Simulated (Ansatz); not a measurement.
A CCSD(T) single point on CH4BClOS (`COB(S)Cl`).

```yaml
crystal:
  periodic: [false, false, false]
  atoms:
    - {symbol: C, position_ang: [0.842120, -1.052207, 0.425447]}
    - {symbol: O, position_ang: [-0.209407, -0.392495, -0.260781]}
    - {symbol: B, position_ang: [-0.455521, 0.920737, -0.146921]}
    - {symbol: S, position_ang: [-1.812646, 1.693193, -1.051172]}
    - {symbol: Cl, position_ang: [0.523736, 1.973367, 0.886649]}
    - {symbol: H, position_ang: [0.715422, -0.963859, 1.506236]}
    - {symbol: H, position_ang: [1.810875, -0.633587, 0.145858]}
    - {symbol: H, position_ang: [0.801803, -2.101770, 0.138269]}
    - {symbol: H, position_ang: [-2.216382, 0.556621, -1.643585]}
basis:
  gaussian: {orbitals: def2-QZVPP}
correlation: {method: ccsd_t}
```

```sh
$ ansatz run in.yaml --threads 2 --pin off --events-out ev --progress --plain --max-ram 22528MiB --backend cuda --devices 0, --max-vram 18GiB
```

Output of Ansatz, abridged:

```
Functional definition: HF
2591 factors; integrals over basis functions are off by at most 8.9e-4 eV
mean field evaluation 1: about -27126.9632 eV, gradient 3.4e1 eV
mean field evaluation 2: about -27127.1408 eV, gradient 3.4e1 eV
mean field evaluation 4: about -27129.8543 eV, gradient 4.3e0 eV
mean field evaluation 8: about -27129.9176 eV, gradient 3.1e-1 eV
mean field -27129.91816379 eV, -997.0061032002 hartree, gradient 6.4e-6 eV, S^2 0.000000; 0 other end points of the search recorded, 0 dependent functions left out
13 core orbitals not correlated: weight in the atoms' cores, before any rotation towards them, 1.000 or more for the frozen orbitals, at most 0.000 for the correlated occupied ones
reference -27129.91816379 eV, -997.0061032002 hartree; 15, 15 occupied and 403, 403 virtual orbitals, 2591 factors
second order -25.65611838 eV of doubles, -0.00000000 eV of singles
cycle   1  -26.02569067 eV  change   -3.7e-1 eV  update   1.1e-1
cycle   2  -26.60478541 eV  change   -5.8e-1 eV  update   3.1e-2
cycle   3  -26.73578534 eV  change   -1.3e-1 eV  update   1.6e-2
cycle   4  -26.72129439 eV  change    1.4e-2 eV  update   4.0e-3
cycle   5  -26.71910455 eV  change    2.2e-3 eV  update   2.0e-3
cycle   6  -26.71970749 eV  change   -6.0e-4 eV  update   5.6e-4
cycle   7  -26.71934220 eV  change    3.7e-4 eV  update   2.1e-4
cycle   8  -26.71933498 eV  change    7.2e-6 eV  update   6.0e-5
cycle   9  -26.71937079 eV  change   -3.6e-5 eV  update   2.3e-5
perturbative correction -1.22073591 eV, -0.0448612171 hartree
Total energy: -27157.85827049 eV, -998.0328831830 hartree
```

It took 21 s on 2 threads of an AMD EPYC 7R13 on a shared host and a share of an NVIDIA H100 80 GB, with 2.2 GiB of host memory at the peak.

MP2 recovers 91.8 % of the CCSD(T) correlation energy and the triples give 4.4 %; T1 = 0.0122.
